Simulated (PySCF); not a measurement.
Scan of CH₆Ge, singlet: internal rotation, threefold axis kept, other coordinates relaxed. Scanned: torsion (0 = eclipsed). Other coordinates (C-Ge length, H-C-Ge angle, H-Ge-C angle, C-H length, Ge-H length) were minimised at PBE0/def2-TZVP.

Cartesian coordinates as functions of the variables (Å; names that start with a are angles):
```
C  0  0  0
Ge  0  0  R
H  r1*sin(a1)*cos(0*2*pi/3+0)  r1*sin(a1)*sin(0*2*pi/3+0)  0+r1*cos(a1)
H  r1*sin(a1)*cos(1*2*pi/3+0)  r1*sin(a1)*sin(1*2*pi/3+0)  0+r1*cos(a1)
H  r1*sin(a1)*cos(2*2*pi/3+0)  r1*sin(a1)*sin(2*2*pi/3+0)  0+r1*cos(a1)
H  r2*sin(a2)*cos(0*2*pi/3+at)  r2*sin(a2)*sin(0*2*pi/3+at)  R+-r2*cos(a2)
H  r2*sin(a2)*cos(1*2*pi/3+at)  r2*sin(a2)*sin(1*2*pi/3+at)  R+-r2*cos(a2)
H  r2*sin(a2)*cos(2*2*pi/3+at)  r2*sin(a2)*sin(2*2*pi/3+at)  R+-r2*cos(a2)
```

Levels: MP2 on RHF/cc-pVDZ, 10 core orbitals frozen (PySCF); RKS-B3LYP/6-31G* = restricted B3LYP/6-31G*, spherical d run with PySCF 2.14.0; RHF/cc-pVDZ (PySCF); CCSD on RHF/cc-pVDZ, 10 core orbitals frozen (PySCF); RHF/6-31G* = restricted Hartree-Fock/6-31G*, spherical d in PySCF 2.14.0; CCSD(T) on RHF/cc-pVDZ, 10 core orbitals frozen (PySCF).

Energies in kJ/mol, each method relative to its own lowest point.

```
at / °   MP2  RKS-B3LYP/6-31G*   RHF  CCSD  RHF/6-31G*  CCSD(T)
------  ----  ----------------  ----  ----  ----------  -------
0       5.44              4.30  5.29  5.11        4.67     5.14
10      5.07              4.00  4.93  4.76        4.34     4.79
20      4.06              3.23  3.98  3.81        3.53     3.83
30      2.71              2.16  2.66  2.55        2.37     2.56
40      1.34              1.08  1.34  1.25        1.21     1.26
50      0.37              0.31  0.37  0.35        0.33     0.36
60      0.00              0.00  0.00  0.00        0.00     0.00
```
